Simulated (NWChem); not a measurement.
System: CH4N2OZn; SMILES [OH][Zn]1[NH]C=[NH]->1

Here is an NWChem input.

```
start job
memory heap 200 mb stack 900 mb global 1100 mb
geometry units angstroms noautoz
  Zn    -0.009955    -0.515082     0.000000
  O     -0.092823    -2.319274     0.000000
  H      0.809516    -2.688828     0.000000
  C     -0.014801     1.918858     0.000000
  N     -1.124223     1.188255     0.000000
  N      1.110419     1.213775     0.000000
  H     -0.028527     3.032112     0.000000
  H     -2.025721     1.666276     0.000000
  H      1.997507     1.719090     0.000000
end
basis spherical
  Zn library 6-31g*
  O library 6-31g*
  H library 6-31g*
  C library 6-31g*
  N library 6-31g*
end
dft
  xc xpbe96 cpbe96
  iterations 150
  vectors input atomic output neutral.movecs
end
task dft energy
charge 1
dft
  odft
  mult 2
  vectors input atomic output cation.movecs
end
task dft energy
```

Excerpt of the output:

```
             Northwest Computational Chemistry Package (NWChem) 7.3.0
             --------------------------------------------------------

 CS  symmetry detected

                             Geometry "geometry" -> ""
                             -------------------------

 Output coordinates in angstroms (scale by  1.889725989 to convert to a.u.)

  No.       Tag          Charge          X              Y              Z
 ---- ---------------- ---------- -------------- -------------- --------------
    1 Zn                  30.0000     0.00132072    -0.48362372     0.00000000
    2 O                    8.0000    -0.06799457    -2.28838721     0.00000000
    3 H                    1.0000     0.83709451    -2.65115378     0.00000000
    4 C                    6.0000    -0.02180522     1.95021124     0.00000000
    5 N                    7.0000    -1.12570874     1.21129654     0.00000000
    6 N                    7.0000     1.10867856     1.25359908     0.00000000
    7 H                    1.0000    -0.04389192     3.06333075     0.00000000
    8 H                    1.0000    -2.03077149     1.68253337     0.00000000
    9 H                    1.0000     1.99194638     1.76556229     0.00000000

 Effective nuclear repulsion energy (a.u.)     336.4576812802

      Symmetry information
      --------------------

 Group name             Cs
 Group number              2
 Group order               2
 No. of unique centers     9

  pbe96 is a nonlocal functional; adding pw91lda local functional.

                                 NWChem DFT Module
                                 -----------------

 Summary of "ao basis" -> "ao basis" (spherical)
 ------------------------------------------------------------------------------
       Tag                 Description            Shells   Functions and Types
 ---------------- ------------------------------  ------  ---------------------
 Zn                          6-31g*                 12       34   5s4p2d1f
 O                           6-31g*                  6       14   3s2p1d
 H                           6-31g*                  2        2   2s
 C                           6-31g*                  6       14   3s2p1d
 N                           6-31g*                  6       14   3s2p1d

      Symmetry analysis of basis
      --------------------------

        a'         71
        a"         27

            General Information
            -------------------
          SCF calculation type: DFT
          Wavefunction type:  closed shell.
          No. of atoms     :     9
          No. of electrons :    62
           Alpha electrons :    31
            Beta electrons :    31
          Charge           :     0
          Spin multiplicity:     1
          Use of symmetry is: on ; symmetry adaption is: on
          Maximum number of iterations: 150
          AO basis - number of functions:    98
                     number of shells:    44
          Convergence on energy requested:  1.00D-06
          Convergence on density requested:  1.00D-05
          Convergence on gradient requested:  5.00D-04

              XC Information
              --------------
          PerdewBurkeErnzerhof Exchange Functional  1.000
            Perdew 1991 LDA Correlation Functional  1.000 local
           PerdewBurkeErnz. Correlation Functional  1.000 non-local

             Grid Information
             ----------------
          Grid used for XC integration:  medium
          Radial quadrature: Mura-Knowles
          Angular quadrature: Lebedev.
          Tag              B.-S. Rad. Rad. Pts. Rad. Cut. Ang. Pts.
          ---              ---------- --------- --------- ---------
          Zn                  1.35      112          10.0       590
          O                   0.60       49          12.0       434
          H                   0.35       45          13.0       434
          C                   0.70       49          11.0       434
          N                   0.65       49          11.0       434
          Grid pruning is: on
          Number of quadrature shells:   488
          Spatial weights used:  Erf1

      Superposition of Atomic Density Guess
      -------------------------------------

 Sum of atomic energies:       -2000.47610074

      Non-variational initial energy
      ------------------------------

 Total energy =   -2002.427049
 1-e energy   =   -3458.138316
 2-e energy   =    1119.253586
 HOMO         =      -0.296068
 LUMO         =      -0.036994

      Symmetry analysis of molecular orbitals - initial
      -------------------------------------------------

  Numbering of irreducible representations:

     1 a'          2 a"

  Orbital symmetries:

     1 a'          2 a'          3 a'          4 a'          5 a"
     6 a'          7 a'          8 a'          9 a'         10 a'
    11 a'         12 a'         13 a"         14 a'         15 a'
    16 a'         17 a'         18 a'         19 a'         20 a"
    21 a'         22 a"         23 a'         24 a'         25 a'
    26 a'         27 a"         28 a"         29 a'         30 a'
    31 a"         32 a'         33 a"         34 a'         35 a"
    36 a'         37 a'         38 a'         39 a'         40 a'
    41 a'

[...]
```

Level: PBE/6-31G* (spherical d), vertical spin-unrestricted ions. Geometry: optimised at PBE-D3(BJ)/def2-SVP. Not confirmed as a minimum by frequencies.
